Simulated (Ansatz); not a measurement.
Ansatz (an electronic-structure program) input (B3LYP-D3(BJ)/def2-TZVP):

Ansatz 0.2 input:
```yaml
crystal:
  periodic: [false, false, false]
  atoms:
    - {symbol: C, position_ang: [2.65482464, 0.60617953, -0.46869820]}
    - {symbol: C, position_ang: [1.45565457, -0.21464940, -0.00400056]}
    - {symbol: C, position_ang: [0.13425509, 0.50211657, -0.24165901]}
    - {symbol: C, position_ang: [-1.09223806, -0.27319619, 0.20229246]}
    - {symbol: O, position_ang: [-1.01330587, -1.37383477, 0.69692754]}
    - {symbol: C, position_ang: [-2.42672820, 0.40880534, -0.00796481]}
    - {symbol: H, position_ang: [2.71042546, 1.56197940, 0.05852821]}
    - {symbol: H, position_ang: [2.59713841, 0.82325721, -1.53835334]}
    - {symbol: H, position_ang: [3.59033933, 0.07405965, -0.28890987]}
    - {symbol: H, position_ang: [1.43588541, -1.17777545, -0.51803410]}
    - {symbol: H, position_ang: [1.54791934, -0.44862058, 1.05858876]}
    - {symbol: H, position_ang: [0.00795939, 0.74407910, -1.30409680]}
    - {symbol: H, position_ang: [0.11909622, 1.47198759, 0.27046283]}
    - {symbol: H, position_ang: [-2.56761132, 0.64777003, -1.06495225]}
    - {symbol: H, position_ang: [-2.45658009, 1.35495021, 0.53820845]}
    - {symbol: H, position_ang: [-3.23273324, -0.23654398, 0.33331869]}
basis:
  gaussian:
    orbitals: def2-TZVP
hamiltonian:
  xc: b3lyp
  dispersion: d3bj
phonons: {temperatures: {t_min: 298.15, t_max: 298.15, t_step: 100}}
```

Output:

```
Functional definition: B3LYP
integrals: 0.18 GiB planned
1491 factors; their error is unknown
0.34 GiB of the device are held for the grids
1.31 GiB of device memory are held for the factors and their scratch space
mean field: 1.35 GiB planned
mean field evaluation 1: about -7383.6821 eV, gradient 8.3e1 eV
mean field evaluation 2: about -7373.8015 eV, gradient 1.0e2 eV
mean field evaluation 4: about -7398.5292 eV, gradient 8.2e0 eV
mean field evaluation 8: about -7398.6296 eV, gradient 6.4e-1 eV
mean field evaluation 16: about -7398.6302 eV, gradient 1.2e-4 eV
mean field -7398.63017583 eV, -271.8946439899 hartree, gradient 1.1e-5 eV, S^2 0.000000; 0 other end points of the search recorded, 0 dependent functions left out
the calculation of the forces begins
reference -7398.63049030 eV, -271.8946555467 hartree; 24, 24 occupied and 222, 222 virtual orbitals, 1491 factors
these checks for a lower state are left out or cut short: stability, starts, cluster_reference, orbital_swaps, neighbouring_geometries, increment
integrals: 0.18 GiB planned
1491 factors; their error is unknown
0.34 GiB of the device are held for the grids
1.31 GiB of device memory are held for the factors and their scratch space
mean field: 1.36 GiB planned
mean field -7398.63007446 eV, -271.8946402650 hartree, gradient 2.2e-6 eV, S^2 0.000000; 0 other end points of the search recorded, 0 dependent functions left out
the calculation of the forces begins
reference -7398.63038887 eV, -271.8946518190 hartree; 24, 24 occupied and 222, 222 virtual orbitals, 1491 factors
these checks for a lower state are left out or cut short: stability, starts, cluster_reference, orbital_swaps, neighbouring_geometries, increment
integrals: 0.18 GiB planned
1491 factors; their error is unknown
0.34 GiB of the device are held for the grids
1.31 GiB of device memory are held for the factors and their scratch space
mean field: 1.36 GiB planned
mean field evaluation 32: about -7398.6300 eV, gradient 2.2e-6 eV
mean field -7398.62996780 eV, -271.8946363450 hartree, gradient 2.2e-6 eV, S^2 0.000000; 0 other end points of the search recorded, 0 dependent functions left out
the calculation of the forces begins
reference -7398.63028235 eV, -271.8946479046 hartree; 24, 24 occupied and 222, 222 virtual orbitals, 1491 factors
these checks for a lower state are left out or cut short: stability, starts, cluster_reference, orbital_swaps, neighbouring_geometries, increment
integrals: 0.18 GiB planned
1491 factors; their error is unknown
0.34 GiB of the device are held for the grids
1.31 GiB of device memory are held for the factors and their scratch space
mean field: 1.35 GiB planned
mean field -7398.63002218 eV, -271.8946383434 hartree, gradient 2.2e-6 eV, S^2 0.000000; 0 other end points of the search recorded, 0 dependent functions left out
the calculation of the forces begins
reference -7398.63033661 eV, -271.8946498987 hartree; 24, 24 occupied and 222, 222 virtual orbitals, 1491 factors
these checks for a lower state are left out or cut short: stability, starts, cluster_reference, orbital_swaps, neighbouring_geometries, increment
integrals: 0.18 GiB planned
1491 factors; their error is unknown
0.34 GiB of the device are held for the grids
1.31 GiB of device memory are held for the factors and their scratch space
mean field: 1.35 GiB planned
mean field -7398.63000520 eV, -271.8946377194 hartree, gradient 2.2e-6 eV, S^2 0.000000; 0 other end points of the search recorded, 0 dependent functions left out
[...]
reference -7398.63050492 eV, -271.8946560841 hartree; 24, 24 occupied and 222, 222 virtual orbitals, 1491 factors
these checks for a lower state are left out or cut short: stability, starts, cluster_reference, orbital_swaps, neighbouring_geometries, increment
integrals: 0.18 GiB planned
1491 factors; their error is unknown
0.34 GiB of the device are held for the grids
1.31 GiB of device memory are held for the factors and their scratch space
mean field: 1.36 GiB planned
mean field -7398.63011273 eV, -271.8946416712 hartree, gradient 2.2e-6 eV, S^2 0.000000; 0 other end points of the search recorded, 0 dependent functions left out
the calculation of the forces begins
reference -7398.63042724 eV, -271.8946532293 hartree; 24, 24 occupied and 222, 222 virtual orbitals, 1491 factors
these checks for a lower state are left out or cut short: stability, starts, cluster_reference, orbital_swaps, neighbouring_geometries, increment
integrals: 0.18 GiB planned
1491 factors; their error is unknown
0.34 GiB of the device are held for the grids
1.31 GiB of device memory are held for the factors and their scratch space
mean field: 1.35 GiB planned
mean field -7398.63008036 eV, -271.8946404816 hartree, gradient 2.2e-6 eV, S^2 0.000000; 0 other end points of the search recorded, 0 dependent functions left out
the calculation of the forces begins
reference -7398.63039480 eV, -271.8946520372 hartree; 24, 24 occupied and 222, 222 virtual orbitals, 1491 factors
these checks for a lower state are left out or cut short: stability, starts, cluster_reference, orbital_swaps, neighbouring_geometries, increment
integrals: 0.18 GiB planned
1491 factors; their error is unknown
0.34 GiB of the device are held for the grids
1.31 GiB of device memory are held for the factors and their scratch space
mean field: 1.35 GiB planned
mean field evaluation 640: about -7398.6301 eV, gradient 1.1e-6 eV
mean field -7398.63014773 eV, -271.8946429576 hartree, gradient 2.2e-6 eV, S^2 0.000000; 0 other end points of the search recorded, 0 dependent functions left out
the calculation of the forces begins
reference -7398.63046223 eV, -271.8946545152 hartree; 24, 24 occupied and 222, 222 virtual orbitals, 1491 factors
these checks for a lower state are left out or cut short: stability, starts, cluster_reference, orbital_swaps, neighbouring_geometries, increment
integrals: 0.18 GiB planned
1491 factors; their error is unknown
0.34 GiB of the device are held for the grids
1.31 GiB of device memory are held for the factors and their scratch space
mean field: 1.36 GiB planned
mean field -7398.63013346 eV, -271.8946424332 hartree, gradient 2.2e-6 eV, S^2 0.000000; 0 other end points of the search recorded, 0 dependent functions left out
the calculation of the forces begins
reference -7398.63044792 eV, -271.8946539891 hartree; 24, 24 occupied and 222, 222 virtual orbitals, 1491 factors
these checks for a lower state are left out or cut short: stability, starts, cluster_reference, orbital_swaps, neighbouring_geometries, increment
integrals: 0.18 GiB planned
1491 factors; their error is unknown
0.34 GiB of the device are held for the grids
1.31 GiB of device memory are held for the factors and their scratch space
mean field: 1.35 GiB planned
mean field -7398.63008636 eV, -271.8946407022 hartree, gradient 2.2e-6 eV, S^2 0.000000; 0 other end points of the search recorded, 0 dependent functions left out
the calculation of the forces begins
reference -7398.63040079 eV, -271.8946522573 hartree; 24, 24 occupied and 222, 222 virtual orbitals, 1491 factors
these checks for a lower state are left out or cut short: stability, starts, cluster_reference, orbital_swaps, neighbouring_geometries, increment
integrals: 0.18 GiB planned
1491 factors; their error is unknown
0.34 GiB of the device are held for the grids
1.31 GiB of device memory are held for the factors and their scratch space
mean field: 1.36 GiB planned
mean field -7398.63013683 eV, -271.8946425568 hartree, gradient 2.2e-6 eV, S^2 0.000000; 0 other end points of the search recorded, 0 dependent functions left out
the calculation of the forces begins
reference -7398.63045135 eV, -271.8946541153 hartree; 24, 24 occupied and 222, 222 virtual orbitals, 1491 factors
these checks for a lower state are left out or cut short: stability, starts, cluster_reference, orbital_swaps, neighbouring_geometries, increment
integrals: 0.18 GiB planned
1491 factors; their error is unknown
0.34 GiB of the device are held for the grids
1.31 GiB of device memory are held for the factors and their scratch space
mean field: 1.36 GiB planned
mean field -7398.63012773 eV, -271.8946422226 hartree, gradient 2.2e-6 eV, S^2 0.000000; 0 other end points of the search recorded, 0 dependent functions left out
the calculation of the forces begins
reference -7398.63044217 eV, -271.8946537781 hartree; 24, 24 occupied and 222, 222 virtual orbitals, 1491 factors
these checks for a lower state are left out or cut short: stability, starts, cluster_reference, orbital_swaps, neighbouring_geometries, increment
integrals: 0.18 GiB planned
1491 factors; their error is unknown
0.34 GiB of the device are held for the grids
1.31 GiB of device memory are held for the factors and their scratch space
mean field: 1.35 GiB planned
mean field evaluation 672: about -7398.6295 eV, gradient 6.4e-1 eV
mean field -7398.63013039 eV, -271.8946423202 hartree, gradient 2.2e-6 eV, S^2 0.000000; 0 other end points of the search recorded, 0 dependent functions left out
the calculation of the forces begins
reference -7398.63044490 eV, -271.8946538783 hartree; 24, 24 occupied and 222, 222 virtual orbitals, 1491 factors
these checks for a lower state are left out or cut short: stability, starts, cluster_reference, orbital_swaps, neighbouring_geometries, increment
integrals: 0.18 GiB planned
1491 factors; their error is unknown
0.34 GiB of the device are held for the grids
1.31 GiB of device memory are held for the factors and their scratch space
mean field: 1.36 GiB planned
mean field -7398.63015509 eV, -271.8946432280 hartree, gradient 2.2e-6 eV, S^2 0.000000; 0 other end points of the search recorded, 0 dependent functions left out
the calculation of the forces begins
reference -7398.63046959 eV, -271.8946547854 hartree; 24, 24 occupied and 222, 222 virtual orbitals, 1491 factors
these checks for a lower state are left out or cut short: stability, starts, cluster_reference, orbital_swaps, neighbouring_geometries, increment
integrals: 0.18 GiB planned
1491 factors; their error is unknown
0.34 GiB of the device are held for the grids
1.31 GiB of device memory are held for the factors and their scratch space
mean field: 1.35 GiB planned
mean field -7398.63015051 eV, -271.8946430597 hartree, gradient 2.2e-6 eV, S^2 0.000000; 0 other end points of the search recorded, 0 dependent functions left out
the calculation of the forces begins
reference -7398.63046497 eV, -271.8946546159 hartree; 24, 24 occupied and 222, 222 virtual orbitals, 1491 factors
WARN: phonons: modes at or below zero, which the zero-point energy, F, S and C_V leave out: 1, the lowest at -27.72 cm⁻¹ …
Total energy: -7399.16065595 eV, -271.9141387750 hartree
Atom 0 at     2.654825     0.606180    -0.468698 Å, force    -0.000012     0.000109    -0.000098 eV/Å
Atom 1 at     1.455655    -0.214649    -0.004001 Å, force     0.000024    -0.000115     0.000107 eV/Å
Atom 2 at     0.134255     0.502117    -0.241659 Å, force    -0.000004     0.000225     0.000128 eV/Å
Atom 3 at    -1.092238    -0.273196     0.202292 Å, force     0.000046    -0.000000    -0.000276 eV/Å
Atom 4 at    -1.013306    -1.373835     0.696928 Å, force    -0.000003    -0.000067     0.000199 eV/Å
Atom 5 at    -2.426728     0.408805    -0.007965 Å, force     0.000103     0.000065    -0.000156 eV/Å
Atom 6 at     2.710425     1.561979     0.058528 Å, force     0.000008    -0.000013     0.000020 eV/Å
Atom 7 at     2.597138     0.823257    -1.538353 Å, force     0.000024     0.000006     0.000002 eV/Å
Atom 8 at     3.590339     0.074060    -0.288910 Å, force    -0.000061    -0.000029     0.000030 eV/Å
Atom 9 at     1.435885    -1.177775    -0.518034 Å, force     0.000005    -0.000037    -0.000033 eV/Å
Atom 10 at     1.547919    -0.448621     1.058589 Å, force     0.000008    -0.000032    -0.000022 eV/Å
Atom 11 at     0.007959     0.744079    -1.304097 Å, force    -0.000007    -0.000114    -0.000007 eV/Å
Atom 12 at     0.119096     1.471988     0.270463 Å, force    -0.000047     0.000026    -0.000082 eV/Å
Atom 13 at    -2.567611     0.647770    -1.064952 Å, force    -0.000032     0.000045     0.000056 eV/Å
Atom 14 at    -2.456580     1.354950     0.538208 Å, force    -0.000032    -0.000064     0.000138 eV/Å
Atom 15 at    -3.232733    -0.236544     0.333319 Å, force    -0.000019    -0.000007    -0.000007 eV/Å
Dipole moment:    -0.011197     0.524011    -0.237064 e Å
Vibrations: -27.72 89.76 99.29 175.21 245.89 341.71 398.44 477.98 596.42 729.46 825.40 837.93 908.15 964.18 981.33 1052.90 1132.50 1145.70 1186.59 1256.55 1328.31 1328.95 1386.52 1400.81 1417.31 1451.13 1467.10 1476.97 1491.39 1501.08 1508.87 1785.50 3004.40 3024.15 3025.07 3035.59 3048.16 3065.46 3088.49 3091.78 3093.30 3142.92 cm⁻¹, zero-point energy 3.819248 eV
```
